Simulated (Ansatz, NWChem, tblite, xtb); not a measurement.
## How methods differ on ZrH2IO2F (SMILES [OH][Zr]([OH])([F])[I])

ZrH2IO2F: 7 atoms, total charge 0, spin state singlet. SMILES: `[OH][Zr]([OH])([F])[I]`. Geometry: relaxed at PBE0-D4/def2-TZVP. This is one conformer, not always the lowest.

```xyz
7

O     0.2592    1.1208    1.2373
Zr   -0.0424   -0.4081    0.1551
O     0.4433   -0.0759   -1.6488
F     1.0207   -1.8402    0.8165
I    -2.7043   -1.0796    0.2638
H     0.4101    1.9685    1.6458
H     0.6747    0.2463   -2.5153
```

Each level gives the dipole moment (D). The values are calculated.

```json
{"level": "IPEA1-xTB", "kind": "semi-empirical", "program": "tblite", "value (D)": "4.19", "CPU time": "under 2 s"}
{"level": "GFN1-xTB", "kind": "semi-empirical", "program": "tblite", "value (D)": "3.95", "CPU time": "under 2 s"}
{"level": "GFN2-xTB", "kind": "semi-empirical", "program": "xtb", "value (D)": "6.85", "CPU time": "under 2 s"}
{"level": "GFN0-xTB", "kind": "semi-empirical", "program": "xtb", "value (D)": "5.03", "CPU time": "under 2 s"}
{"level": "HF/STO-3G", "kind": "Hartree–Fock", "program": "Ansatz", "value (D)": "4.36", "CPU time": "6.7 s"}
{"level": "HF/3-21G", "kind": "Hartree–Fock", "program": "Ansatz", "value (D)": "5.27", "CPU time": "10 s"}
{"level": "HF/def2-SVP (core potential)", "kind": "Hartree–Fock", "program": "Ansatz", "value (D)": "4.33", "CPU time": "10 s"}
{"level": "PBE0/def2-SVP (core potential)", "kind": "global hybrid", "program": "NWChem", "value (D)": "4.19", "CPU time": "35 s"}
{"level": "wB97X/3-21G", "kind": "range-separated hybrid", "program": "Ansatz", "value (D)": "5.40", "CPU time": "94 s"}
{"level": "MP2/STO-3G", "kind": "perturbation theory", "program": "Ansatz", "value (D)": "4.96", "CPU time": "11 s"}
```

All-electron rows without a relativistic Hamiltonian named are non-relativistic, while core potentials hold scalar relativity, so basis and relativity change together. The values span 3.95 to 6.85 D. In the correlated wave-function rows the outer d shell of I is correlated, in sets not made for it. Sets without polarisation functions give poor dipoles. CPU times are rough (shared hosts, several kinds of processor): they show what a rung costs within a factor of a few.
